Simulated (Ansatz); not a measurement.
Gas-phase electronic energies from Ansatz, PBE0-D4/def2-TZVP geometries. CCSD(T)/CBS adds triple-zeta CCSD(T) − MP2 to the extrapolated MP2 energy (def2 sets, frozen cores). DFT in def2-TZVPP. For Br, Ge outer-core shells are correlated without core-valence functions, which leaves a few kJ/mol of doubt a bond. Scalar relativity is left out up to krypton. Each species was taken in one conformer, which may not be the lowest.

Consider the ligand exchange at the Si–N bond: `[SiH3][SiH2][NH][GeH3]` + HBr → `[SiH3][SiH2]Br` + `[NH2][GeH3]`.

```
           level  ΔE (kJ/mol)
       CAM-B3LYP        -38.8
CCSD(T)/def2-SVP        -30.1
```

(1) What does CCSD(T)/CBS give? (An estimate is asked.)

Largest T1 diagnostic among the species: 0.012.

Answers

(1) Ansatz gave: -41.0 kJ/mol. The listed levels differ from it by 2.2, 10.9 kJ/mol.

Leaving LDA and LC-ωPBE aside and taking each functional with its dispersion term where it has one, the values, not all of them listed here, spread over 9.7 kJ/mol, from HSE06-D4 to CAM-B3LYP-D4. LDA lies +10.2 kJ/mol from PBE without D4. The D4 term adds +5.9 kJ/mol with B3LYP and +3.6 kJ/mol with PBE0; it sums over pairs of atoms, weighted by their polarisabilities, and B3LYP, whose exchange is more repulsive, gets the larger term. In def2-TZVPP, CCSD(T) changes the Hartree–Fock value by +9.5 kJ/mol (the triples alone add +0.7 kJ/mol) and MP2 by +6.2 kJ/mol.

B3LYP here is the variant with VWN-RPA as its local correlation; programs differ in this.
